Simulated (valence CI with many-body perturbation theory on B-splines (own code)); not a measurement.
**Energy levels of Eu²¹⁺**

Computed by valence CI with perturbative core correlation (CI+MBPT): six valence electrons over a frozen Dirac-Fock core [Kr], a basis of 7 s, 7 p, 8 d, 6 f, 4 g, 1 h functions for each j, with the one-electron correlation potential Σ1, the two-electron term Σ2, the three-electron term Σ3, Breit, model QED; selected CI, second order for the rest, scaled by the run's own slope (own B-spline code, finite nucleus).

No measured spectrum was set against this ion. As an estimate, terms of the open shell hold to 2 to 4 % of their energy, and close levels can change places. Core correlation moves these levels by up to 9600 cm⁻¹, and in measured spectra 5 to 20 % of such shifts remained as error; rates that hang on mixing are uncertain with them. Among the levels kept, up to 1000 cm⁻¹ of a level comes from second order outside the variational space, and about a tenth of that is noise between levels of different J, which matters for small intervals. Only levels of the ground parity were solved; by the run's estimate the other parity begins above the list, which can be wrong where configurations are misplaced.

Levels 1 to 34 of 34, with energies above the lowest level, (4d3/2^4 4d5/2^2) J=4. "Leading %" is the weight of the configuration and term that name the level; weights of strongly mixed levels are sums over their largest components and can fall short. In the jj column 3d3/2^4 stands for four electrons in 3d with j = 3/2. Lifetimes count E1, E2, E3, M1 and M2 decay at the calculated energies, and are blank where another channel may lead or the interval is too uncertain; long ones can be off by a factor of two.

| No. | Configuration | Term | J | E (cm⁻¹) | Leading % | Leading jj | Lifetime |
| --- | --- | --- | --- | --- | --- | --- | --- |
| 1 | 4d⁶ | ⁵D | 4 | 0.0 | 59 | 4d3/2^4 4d5/2^2 (79 %) |  |
| 2 | 4d⁶ | ³P | 2 | 15947 | 40 | 4d3/2^4 4d5/2^2 (83 %) | 703 s |
| 3 | 4d⁶ | ⁵D | 3 | 36477 | 81 | 4d3/2^3 4d5/2^3 (85 %) | 696 μs |
| 4 | 4d⁶ | ⁵D | 0 | 39338 | 48 | 4d3/2^4 4d5/2^2 (55 %) | 35.1 s |
| 5 | 4d⁶ | ⁵D | 1 | 46233 | 67 | 4d3/2^3 4d5/2^3 (86 %) | 801 μs |
| 6 | 4d⁶ | ⁵D | 4 | 50549 | 27 | 4d3/2^3 4d5/2^3 (78 %) | 467 μs |
| 7 | 4d⁶ | ³G | 5 | 65648 | 55 | 4d3/2^3 4d5/2^3 (98 %) | 2.35 ms |
| 8 | 4d⁶ | ³H | 6 | 66757 | 75 | 4d3/2^3 4d5/2^3 (96 %) |  |
| 9 | 4d⁶ | ³F | 2 | 76574 | 49 | 4d3/2^3 4d5/2^3 (75 %) | 502 μs |
| 10 | 4d⁶ | ³F | 3 | 78786 | 35 | 4d3/2^3 4d5/2^3 (90 %) | 525 μs |
| 11 | 4d⁶ | ⁵D | 2 | 88347 | 44 | 4d3/2^2 4d5/2^4 (67 %) | 217 μs |
| 12 | 4d⁶ | ³D | 1 | 100660 | 58 | 4d3/2^3 4d5/2^3 (80 %) | 576 μs |
| 13 | 4d⁶ | ³G | 4 | 101710 | 41 | 4d3/2^3 4d5/2^3 (66 %) | 1.16 ms |
| 14 | 4d⁶ | ³P | 0 | 104250 | 58 | 4d3/2^2 4d5/2^4 (51 %) | 185 μs |
| 15 | 4d⁶ | ³D | 2 | 105620 | 47 | 4d3/2^3 4d5/2^3 (55 %) | 496 μs |
| 16 | 4d⁶ | ¹S | 0 | 106810 | 43 | 4d3/2^3 4d5/2^3 (57 %) | 438 μs |
| 17 | 4d⁶ | ³F | 4 | 110460 | 45 | 4d3/2^2 4d5/2^4 (83 %) | 204 μs |
| 18 | 4d⁶ | ³F | 3 | 112650 | 44 | 4d3/2^3 4d5/2^3 (76 %) | 435 μs |
| 19 | 4d⁶ | ³H | 5 | 117520 | 55 | 4d3/2^2 4d5/2^4 (98 %) | 412 μs |
| 20 | 4d⁶ | ¹F | 3 | 120940 | 49 | 4d3/2^2 4d5/2^4 (57 %) | 279 μs |
| 21 | 4d⁶ | ³G | 3 | 127810 | 53 | 4d3/2^2 4d5/2^4 (92 %) | 340 μs |
| 22 | 4d⁶ | ¹I | 6 | 127830 | 75 | 4d3/2^2 4d5/2^4 (96 %) | 522 μs |
| 23 | 4d⁶ | ³P | 1 | 140500 | 67 | 4d3/2^2 4d5/2^4 (77 %) | 317 μs |
| 24 | 4d⁶ | ¹G | 4 | 145690 | 62 | 4d3/2^2 4d5/2^4 (75 %) | 339 μs |
| 25 | 4d⁶ | ¹D | 2 | 145700 | 42 | 4d3/2^2 4d5/2^4 (78 %) | 262 μs |
| 26 | 4d⁶ | ³P | 1 | 164640 | 76 | 4d3/2 4d5/2^5 (82 %) | 68.3 μs |
| 27 | 4d⁶ | ³F | 2 | 168800 | 79 | 4d3/2^2 4d5/2^4 (90 %) | 169 μs |
| 28 | 4d⁶ | ³F | 4 | 172140 | 69 | 4d3/2^2 4d5/2^4 (75 %) | 185 μs |
| 29 | 4d⁶ | ¹G | 4 | 197810 | 66 | 4d3/2 4d5/2^5 (65 %) | 108 μs |
| 30 | 4d⁶ | ³P | 2 | 203560 | 55 | 4d3/2 4d5/2^5 (81 %) | 118 μs |
| 31 | 4d⁶ | ³F | 3 | 206160 | 47 | 4d3/2 4d5/2^5 (88 %) | 130 μs |
| 32 | 4d⁶ | ³P | 0 | 217630 | 51 | 4d5/2^6 (68 %) | 83.9 μs |
| 33 | 4d⁶ | ¹D | 2 | 218710 | 91 | 4d3/2^2 4d5/2^4 (85 %) | 187 μs |
| 34 | 4d⁶ | ¹S | 0 | 280330 | 81 | 4d3/2^2 4d5/2^4 (65 %) | 56.6 μs |

Where two levels of one J and parity lie close, their mixing, g and order are uncertain.

The ionisation energy to 4d⁵ ⁶S5/2 of the next ion comes out as 668.97 eV (NIST: 667 ± 4 eV (theoretical)). All 34 levels together are meant to be complete up to 291750 cm⁻¹.
